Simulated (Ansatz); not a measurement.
The lowest singlet and triplet of C6H4 (SMILES [c]1cc[c]cc1); geometries from B3LYP-D3(BJ)/def2-TZVP, each state relaxed from the structure named, with no frequency check, low spin by broken symmetry.
Singlet at the triplet's geometry (charge 0, multiplicity 1):
| atom | x (Å) | y (Å) | z (Å) |
|---|---|---|---|
| C | -0.0522 | 1.3129 | -0.0425 |
| C | 1.1999 | 0.7494 | -0.0365 |
| C | 1.2557 | -0.6527 | 0.0089 |
| C | 0.0522 | -1.3129 | 0.0425 |
| C | -1.1999 | -0.7494 | 0.0365 |
| C | -1.2557 | 0.6527 | -0.0089 |
| H | 2.1046 | 1.3447 | -0.0651 |
| H | 2.2047 | -1.1750 | 0.0166 |
| H | -2.1046 | -1.3447 | 0.0651 |
| H | -2.2047 | 1.1750 | -0.0166 |

| level | gap E(singlet) − E(triplet), vertical, at the triplet's geometry (kcal/mol) | cost |
|---|---|---|
| R-HF/cc-pVDZ | 93.63 | - |
| R-SVWN5/def2-TZVPP | 1.99 | ×0.6 |
| U-SVWN5/def2-TZVPP (spin-contaminated) | -4.36 | ×2 |
| R-r2SCAN/def2-TZVPP | 21.01 | ×2 |
| U-r2SCAN/def2-TZVPP (spin-contaminated) | -2.28 | ×5 |
| U-PBE0/def2-TZVPP (spin-contaminated) | -1.95 | ×3 |
| R-BHLYP/def2-TZVPP | 43.93 | ×1 |
| R-wB97M-V/def2-TZVPP | 31.42 | ×2 |
| U-B2PLYP/def2-TZVPP (spin-contaminated) | -1.01 | ×6 |
| R-MP2/cc-pVDZ | -37.16 | - |
| R-MP2/cc-pVTZ | -40.40 | - |
| R-SCS-MP2/cc-pVDZ | -30.69 | - |
| R-CCSD/cc-pVDZ | 18.02 | - |
| R-CCSD(T)/cc-pVTZ | -3.57 | ×20* |
| SA-CASSCF(2,2)/cc-pVDZ | -0.51 | - |
| SC-NEVPT2 on SA-CASSCF(2,2)/cc-pVTZ | -1.76 | - |
| FIC-NEVPT4(SD) on SA-CASSCF(2,2)/cc-pVDZ | -2.31 | - |
| FIC-NEVPT4(SD) on SA-CASSCF(2,2)/cc-pVTZ | -2.12 | - |
| FIC-MRCISD+Q on SA-CASSCF(2,2)/cc-pVDZ | -1.72 | - |
| FIC-MRCISD+Q on SA-CASSCF(2,2)/cc-pVTZ | -1.47 | - |

The rows run from -40.40 (R-MP2/cc-pVTZ) to 93.63 kcal/mol (R-HF/cc-pVDZ). From cc-pVDZ to cc-pVTZ R-MP2 changes by -3.23. The 4 R-functionals in def2-TZVPP without D3 or D4 span 41.94, from R-SVWN5 to R-BHLYP.

A positive gap puts the triplet lower; no zero-point energy. R- takes a restricted singlet, here one determinant of a half-filled degenerate or near-degenerate pair, which mixes singlet states. U- takes an unrestricted singlet (broken symmetry where lower, unprojected). The triplet is unrestricted in single-reference levels. Active spaces average the two states.

Frozen-core correlation.

Doubts at one or more of the structures used: a restricted determinant that unrestricted orbitals would lower (R-HF/cc-pVDZ, R-SVWN5/def2-TZVPP, R-r2SCAN/def2-TZVPP, R-BHLYP/def2-TZVPP, R-wB97M-V/def2-TZVPP, R-MP2/cc-pVDZ, R-MP2/cc-pVTZ, R-SCS-MP2/cc-pVDZ, R-CCSD/cc-pVDZ, R-CCSD(T)/cc-pVTZ); a spin-contaminated determinant (R-HF/cc-pVDZ, R-MP2/cc-pVDZ, R-MP2/cc-pVTZ, R-SCS-MP2/cc-pVDZ, R-CCSD/cc-pVDZ, R-CCSD(T)/cc-pVTZ); other coupled-cluster roots lie near (R-CCSD/cc-pVDZ, R-CCSD(T)/cc-pVTZ).

The values were computed with Ansatz (an electronic-structure program) with Gaussian orbitals. Each number belongs to the level named beside it.

Costs are rough ratios of core time to R-PBE/def2-TZVPP (about 18 s over the structures, on one shared machine); a dash marks a level with no comparable run of its own. A star marks coupled-cluster runs past 200 virtual orbitals, where the program's memory plan changes under this machine's limit, so their costs aren't comparable with smaller runs.
